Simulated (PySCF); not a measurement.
# Ar⁺: ionisation energy

Ar⁺ [Ne] 3s2 3p5 (2P) → Ar²⁺ [Ne] 3s2 3p4 (3P), as a difference of total energies. All numbers are calculated (PySCF 2.14, the spin-free X2C one-electron Hamiltonian (Gaussian nucleus), in aug-cc-pCVTZ-DK). Correlated levels: nothing frozen. The calculations carry no spin-orbit coupling.

```csv
method,ionisation energy (eV)
UHF,26.352
MP2 (all electrons),27.396
SCS-MP2 (all electrons),27.385
CCSD (all electrons),27.352
CCSD(T) (all electrons),27.391
```

Task: How much does correlation contribute at CCSD(T) (all electrons)?

Result: 27.391 − (26.352) = 1.039 eV, measured against UHF.

A first-order spin-orbit estimate (lowest level to lowest level, LS coupling) adds -0.007 eV.

Errors of the correlated levels include the incompleteness of this basis.

For comparison: 27.630 eV (measured; NIST Atomic Spectra Database, ionization energies).
